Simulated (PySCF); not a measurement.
# Bonding in `N#C[C@@H]1[C@@H](Cl)C[C@H]1[SiH2][SiH3]`

Species: C5H10ClNSi2.
SMILES with atom numbers: `[N:1]#[C:2][C@@H:3]1[C@@H:4]([Cl:5])[CH2:6][C@H:7]1[SiH2:8][SiH3:9]` (hydrogens: H10 on C3; H11 on C4; H12, H13 on C6; H14 on C7; H15, H16 on Si8; H17, H18, H19 on Si9)

Geometry (GFN2-xTB, Å), atoms numbered from 1 in this order:
```xyz
19
C5H10ClNSi2 angstrom
N     -0.4784   -2.8670    1.6533
C     -0.6946   -1.8062    1.2825
C     -0.9501   -0.4984    0.7599
C     -2.2589   -0.3319   -0.0355
Cl    -3.5262    0.6215    0.7658
C     -1.4882    0.3648   -1.1563
C     -0.1671   -0.1144   -0.5244
Si     1.2473    1.1475   -0.2907
Si     2.9009    0.2132    1.0325
H     -0.8573    0.2444    1.5557
H     -2.7086   -1.2826   -0.3253
H     -1.7054    0.0171   -2.1640
H     -1.6013    1.4466   -1.1204
H      0.1886   -1.0188   -1.0226
H      1.6429    1.5290   -1.6526
H      0.5890    2.3322    0.2829
H      3.7135    1.2561    1.6621
H      2.3370   -0.6152    2.1008
H      3.8069   -0.6290    0.2493
```

Bond orders from the PBE0/pcSseg-1 density (PySCF). Isolated species at its GFN2-xTB geometry (one conformer only).

Task: How far do the computed orders between heavy atoms stray from the drawn ones?

Result: The largest departure is 0.169, at C7–Si8 (drawn single, 0.831). Drawn single, order below 0.88: C7–Si8 (0.831).

Task: Give the Mayer order of every bond, beside its length.

Result: 
```tsv
bond	drawn as	length (Å)	Mayer order
N1–C2	triple	1.144	3.055
C2–C3	single	1.431	0.985
C3–C4	single	1.541	0.922
C4–Cl5	single	1.777	1.031
C4–C6	single	1.528	0.986
C6–C7	single	1.541	1.019
C7–Si8	single	1.910	0.831
Si8–Si9	single	2.315	0.916
C7–C3	single	1.552	0.947
C3–H10	single	1.092	0.895
C4–H11	single	1.091	0.923
C6–H12	single	1.088	0.954
C6–H13	single	1.088	0.932
C7–H14	single	1.092	0.929
Si8–H15	single	1.469	0.947
Si8–H16	single	1.472	0.941
Si9–H17	single	1.464	0.933
Si9–H18	single	1.465	0.935
Si9–H19	single	1.464	0.931
```

By pair of heavy elements: C–C: lowest C3–C4 (0.922, 1.541 Å), highest C6–C7 (1.019, 1.541 Å); in 3 of the 10 pairs the longer bond (by over 0.003 Å) has the higher order (by 0.02 or more).

Task: Sum the orders of all bonds at each heavy atom with more than one neighbour and set the sums beside the valence in the SMILES.

Result: C2 4.040 (drawn 4), C3 3.749 (drawn 4), C4 3.862 (drawn 4), C6 3.891 (drawn 4), C7 3.726 (drawn 4), Si8 3.635 (drawn 4), Si9 3.715 (drawn 4). Orders between atoms that aren't bonded are not in these sums.

Mayer orders depend on the basis set.
